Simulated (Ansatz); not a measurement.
`FC[SiH2][NH][AlH2]`, charge 0, multiplicity 1.

Q: Give a relaxed structure at PBE0-D4/def2-TZVP (the Gaussian-basis code of Ansatz). (Best estimate.)

A: Computed: 
```xyz
12

F    -1.121    0.966   -0.459
C    -1.089   -0.436   -0.849
Si    0.695   -1.063   -0.515
N     1.202    0.081    0.625
Al    0.005    1.359    1.161
H    -1.409   -0.440   -1.889
H    -1.850   -0.912   -0.229
H     1.467   -1.072   -1.790
H     0.556   -2.483   -0.081
H     2.190    0.194    0.790
H    -1.090    0.929    2.231
H     0.442    2.877    1.004
```
This is one stationary point; other conformers may exist.
